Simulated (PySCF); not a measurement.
H$_{3}$As, triplet, at the geometry of the source list (a higher spin typed on purpose: for a closed-shell molecule this is an excited state); WB97X/6-31G (PySCF).

PySCF was given this input:
```python
from pyscf import gto, scf, dft

mol = gto.Mole()
mol.atom = '''
    As    0.00400000   -0.00260000    0.65880000
    H    -0.72090000   -0.97200000   -0.22550000
    H    -0.48990000    1.11570000   -0.20830000
    H     1.20680000   -0.14110000   -0.22500000
'''
mol.basis = '6-31g'
mol.spin = 2
mol.verbose = 4
mol.build()

mf = dft.UKS(mol)
mf.xc = 'wb97x'
mf.grids.level = 5
mf.kernel()
```

Output, abridged:

```
PySCF version 2.14.0

[INPUT] verbose = 4
[INPUT] num. atoms = 4
[INPUT] num. electrons = 36
[INPUT] charge = 0
[INPUT] spin (= nelec alpha-beta = 2S) = 2
[INPUT] symmetry False subgroup None
[INPUT] Mole.unit = angstrom
[INPUT] Symbol           X                Y                Z      unit          X                Y                Z       unit  Magmom
[INPUT]  1 As     0.004000000000  -0.002600000000   0.658800000000 AA    0.007558904498  -0.004913287924   1.244951570863 Bohr   0.0
[INPUT]  2 H     -0.720900000000  -0.972000000000  -0.225500000000 AA   -1.362303563199  -1.836813793077  -0.426133241089 Bohr   0.0
[INPUT]  3 H     -0.489900000000   1.115700000000  -0.208300000000 AA   -0.925776828424   2.108367437177  -0.393629951747 Bohr   0.0
[INPUT]  4 H      1.206800000000  -0.141100000000  -0.225000000000 AA    2.280521487125  -0.266640356176  -0.425188378027 Bohr   0.0

nuclear repulsion = 35.7046454065059
number of shells = 17
number of NR pGTOs = 102
number of NR cGTOs = 33
basis = 6-31g
ecp = {}

******** <class 'pyscf.dft.uks.UKS'> ********
method = UKS
initial guess = minao
damping factor = 0
level_shift factor = 0
DIIS = <class 'pyscf.scf.diis.CDIIS'>
diis_start_cycle = 1
diis_space = 8
diis_damp = 0
SCF conv_tol = 1e-09
SCF conv_tol_grad = None
SCF max_cycles = 50
direct_scf = True
direct_scf_tol = 1e-13
number electrons alpha = 19  beta = 17
XC library pyscf.dft.libxc version 7.1.2
    S. Lehtola, C. Steigemann, M. J. T. Oliveira, and M. A. L. Marques,  SoftwareX 7, 1–5 (2018)
XC functionals = wb97x
    J.-D. Chai and M. Head-Gordon,  J. Chem. Phys. 128, 084106 (2008)
radial grids:
    Treutler-Ahlrichs [JCP 102, 346 (1995); DOI:10.1063/1.469408] (M4) radial grids

becke partition: Becke, JCP 88, 2547 (1988); DOI:10.1063/1.454033
pruning grids: <function nwchem_prune>
grids dens level: 5
symmetrized grids: False
atomic radii adjust function: <function treutler_atomic_radii_adjust>
small_rho_cutoff = 0
Set gradient conv threshold to 3.16228e-05
tot grids = 115360
init E= -2236.37463159493

cycle= 1 E= -2237.05759657298  delta_E= -0.683  |g|= 0.098  |ddm|= 2.86

cycle= 2 E= -2237.0661377559  delta_E= -0.00854  |g|= 0.0248  |ddm|= 0.268

cycle= 3 E= -2237.06673933325  delta_E= -0.000602  |g|= 0.0108  |ddm|= 0.0696

cycle= 4 E= -2237.06697611009  delta_E= -0.000237  |g|= 0.00583  |ddm|= 0.0433

cycle= 5 E= -2237.06712085973  delta_E= -0.000145  |g|= 0.00363  |ddm|= 0.0362

cycle= 6 E= -2237.06724109127  delta_E= -0.00012  |g|= 0.00192  |ddm|= 0.0482

cycle= 7 E= -2237.06728633012  delta_E= -4.52e-05  |g|= 0.000769  |ddm|= 0.0449

cycle= 8 E= -2237.06729168478  delta_E= -5.35e-06  |g|= 0.000401  |ddm|= 0.0185

cycle= 9 E= -2237.0672934443  delta_E= -1.76e-06  |g|= 0.000207  |ddm|= 0.0138

cycle= 10 E= -2237.06729403699  delta_E= -5.93e-07  |g|= 0.00017  |ddm|= 0.00691

cycle= 11 E= -2237.06729447898  delta_E= -4.42e-07  |g|= 0.000163  |ddm|= 0.00534

cycle= 12 E= -2237.06729555179  delta_E= -1.07e-06  |g|= 0.00015  |ddm|= 0.0138

cycle= 13 E= -2237.06729873748  delta_E= -3.19e-06  |g|= 0.000101  |ddm|= 0.0522

cycle= 14 E= -2237.06730084758  delta_E= -2.11e-06  |g|= 4.79e-05  |ddm|= 0.0731

cycle= 15 E= -2237.06730090127  delta_E= -5.37e-08  |g|= 2.52e-05  |ddm|= 0.00563

cycle= 16 E= -2237.06730095062  delta_E= -4.93e-08  |g|= 7.97e-06  |ddm|= 0.0109

cycle= 17 E= -2237.06730095297  delta_E= -2.36e-09  |g|= 3.58e-06  |ddm|= 0.00251

cycle= 18 E= -2237.06730095307  delta_E= -1.03e-10  |g|= 2.08e-06  |ddm|= 0.000196

Extra cycle  E= -2237.06730095309  delta_E= -1.23e-11  |g|= 1.39e-06  |ddm|= 1.23e-05
converged SCF energy = -2237.06730095309  <S^2> = 2.0025022  2S+1 = 3.0016676
```
